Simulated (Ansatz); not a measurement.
`OCN[SiH2]F` and `NCNCO` differ in one atom or group.

Ansatz, PBE0-D4/def2-TZVP geometries, multiplicity 1. Each molecule was computed in one conformer, which needn't be the lowest.

```
                             property  `OCN[SiH2]F`
  LUMO energy (B3LYP/def2-TZVPP) / eV          0.29
LUMO energy (ωB97M-V/def2-TZVPP) / eV          2.14
 HOMO–LUMO gap (PBE0/def2-TZVPP) / eV          8.40
   HOMO energy (PBE0/def2-TZVPP) / eV         -7.82
  HOMO energy (B3LYP/def2-TZVPP) / eV         -7.58
  HOMO–LUMO gap (PBE/def2-TZVPP) / eV          6.05
```

Question: Give the same properties after the change, and the shifts. (An estimate is asked.)

Answer: Computed: 
| property | `NCNCO` | shift |
| --- | --- | --- |
| LUMO energy (B3LYP/def2-TZVPP) / eV | 0.66 | 0.37 |
| LUMO energy (ωB97M-V/def2-TZVPP) / eV | 2.45 | 0.31 |
| HOMO–LUMO gap (PBE0/def2-TZVPP) / eV | 7.83 | -0.57 |
| HOMO energy (PBE0/def2-TZVPP) / eV | -6.80 | 1.02 |
| HOMO energy (B3LYP/def2-TZVPP) / eV | -6.58 | 1.00 |
| HOMO–LUMO gap (PBE/def2-TZVPP) / eV | 5.51 | -0.54 |

With PBE0 the HOMO rises by 1.02 eV and the LUMO rises by 0.45 eV, so the gap narrows by about 0.57 eV. PBE moves the HOMO by 0.99 eV and ωB97M-V by 1.02 eV.

B3LYP here is the variant with VWN-RPA as its local correlation; programs differ in this.
